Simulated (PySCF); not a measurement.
# Dipole response of Ag (silver, neutral)

[Kr] 4d9 5s1 5p1, one real determinant (an excited configuration). Calculation: PySCF 2.14, in x2c-QZVPPall with one added diffuse shell each of s, p, d, f, g type (14s9p8d5f3g, 143 functions); scalar relativity by spin-free X2C-1e. Coupled (time-dependent) response in atomic units; α is the mean over directions.

```tsv
method	mean α (bohr³)	α xx, yy, zz	C₆ (like pair)	S(−4)
PBE0	90.85	69.65, 69.65, 133.2	935.9	6064
```

S(−4) is the Cauchy moment in α(ω) = α(0) + S(−4) ω² + …

Spin-orbit coupling is absent.

α(iu) at PBE0:

| u (hartree) | α(iu) (bohr³) |
| --- | --- |
| 0 | 90.85 |
| 0.0500 | 78.56 |
| 0.100 | 58.53 |
| 0.200 | 33.02 |
| 0.300 | 21.27 |
| 0.500 | 11.75 |
| 0.750 | 7.358 |
| 1.00 | 5.290 |
| 1.50 | 3.274 |
| 2.00 | 2.272 |
| 3.00 | 1.289 |
| 5.00 | 0.5789 |

The components differ because the open shell of this determinant is not spherical; for a pure term their mean is the scalar polarisability.

⟨L²⟩ = 8.02 against 12 for a pure F term, so this real determinant mixes terms.
